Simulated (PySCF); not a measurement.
C₃H₁₂N₂Si, SMILES CC(C)[SiH](N)N.

The structure is a stationary point at PBE-D3(BJ)/def2-SVP. This is a generated structure with no PubChem entry under its InChIKey; it may be hypothetical. One conformer was computed; it need not be the lowest.

Two levels are set side by side: PBE/def2-TZVP (PySCF) and HF/def2-TZVP (PySCF). Same geometry, gas phase. Differences are taken from unrounded values.

```
quantity                         HF
---------------------------  ------
orbital gap (eV)              13.62
highest occupied level (eV)  -10.20
lowest empty level (eV)        3.42
dipole moment (D)              0.25
```

### Question
What does PBE give, and how far is it from HF? (Estimate from the structure and the level; the computed values follow.)

### Answer

| quantity | PBE | PBE minus HF |
|---|---|---|
| orbital gap (eV) | 5.61 | -8.01 |
| highest occupied level (eV) | -5.63 | 4.58 |
| lowest empty level (eV) | -0.02 | -3.43 |
| dipole moment (D) | 0.30 | 0.05 |

Without exact exchange PBE keeps part of each electron's self-repulsion, which lifts occupied levels and narrows the gap. Differences between two approximate levels are no errors against the true value.

Rough cost on one machine, each run with all the roots and properties that it gave: HF against PBE about 1/8.
